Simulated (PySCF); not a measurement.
**B⁺ (boron, charge +1) across methods**

[He] 2s1 3d1, high-spin 3D determinant (an excited configuration). All numbers are calculated (PySCF 2.14, the spin-free X2C one-electron Hamiltonian (Gaussian nucleus), in aug-cc-pCVQZ-DK).

```
 method  E (hartree)  mean ε 1s β (eV)  mean ε 2s α (eV)  mean ε 3d α (eV)  Σ⟨r²⟩ (bohr²)   ⟨S²⟩
   PBE0     -23.6618           -211.08           -27.540            -5.513          27.93  2.000
 r2SCAN     -23.6816           -207.02           -26.465            -5.050          28.02  2.000
    PBE     -23.6590           -203.69           -26.081            -5.165          27.25  2.000
wB97X-V     -23.6848           -212.74           -29.939            -6.557          27.87  2.000
   BLYP     -23.6985           -204.28           -25.939            -5.032          27.64  2.000
    UHF    -23.61200           -232.42           -31.506            -6.249          30.05  2.000
LC-wPBE     -23.6486           -209.89           -30.635            -6.671          28.04  2.000
    LDA     -23.3998           -201.78           -25.925            -5.005          27.65  2.000
```

The outer electron is Rydberg-like, and this basis confines it to a smaller radius and binds it less than a complete one would.
